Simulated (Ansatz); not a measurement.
`C[SiH2][SiH](O)F` + CH₃NH₂ → `CNC` + `O[SiH](F)[SiH3]` at 600 K and 1 bar (substitution at a C–Si bond).

Isolated molecules relaxed with PBE0-D4/def2-TZVP in Ansatz; ΔE leaves out vibrations. CCSD(T)/CBS is the MP2 limit (def2-TZVPP, def2-QZVPP) plus CCSD(T) − MP2 in def2-TZVPP, frozen cores. Each species was taken in one conformer, which may not be the lowest.

```
           species  CCSD(T)/CBS energy (Eh)  H − E (kJ/mol)  S (J/(mol·K))
`C[SiH2][SiH](O)F`               -795.51430           284.2          490.1
            CH₃NH₂                -95.75281           199.3          283.8
             `CNC`               -135.00321           284.6          333.5
 `O[SiH](F)[SiH3]`               -756.23815           192.9          428.9
```

H − E and S are ideal-gas, rigid-rotor, harmonic terms from PBE0-D4/def2-TZVP, for one conformer and one mirror image of each species. 1 Eh = 2625.50 kJ/mol, R = 8.31446 J/(mol·K).

Q: By hand: ΔE, ΔH, ΔS and ΔG.

A: ΔE = (-135.00321) + (-756.23815) − (-795.51430) − (-95.75281) = 0.02575 Eh = 67.6 kJ/mol. Δ(H − E) = 284.6 + 192.9 − 284.2 − 199.3 = -6.0, so ΔH = 61.6 kJ/mol. ΔS = 333.5 + 428.9 − 490.1 − 283.8 = -11.5 J/(mol·K). ΔG = 61.6 − 600 × (-11.5)/1000 = 68.5 kJ/mol.

Q: By hand: the equilibrium constant, and the temperature at which ΔG would vanish if ΔH and ΔS stayed fixed.

A: log₁₀ K = −ΔG/(RT ln 10) = -6.0. ΔH and −TΔS have one sign here, so there is no such temperature.

The number of gas molecules stays the same, so ΔS is small and ΔH decides. A doubt of 5 kJ/mol in ΔE shifts log₁₀ K by 0.4 here. Other conformers and mirror images would add mixing entropy, several J/(mol·K) or more a flexible species. Modes under 60 cm⁻¹, often nearly free rotors, make the harmonic entropy too high. These are equilibria of isolated gas molecules and say nothing of rates. Largest T1 diagnostic: 0.013 (customary marks: 0.02 for closed shells, 0.045 for open ones).

ΔS is within the doubt of such terms, so its sign, and with it that verdict, could turn.
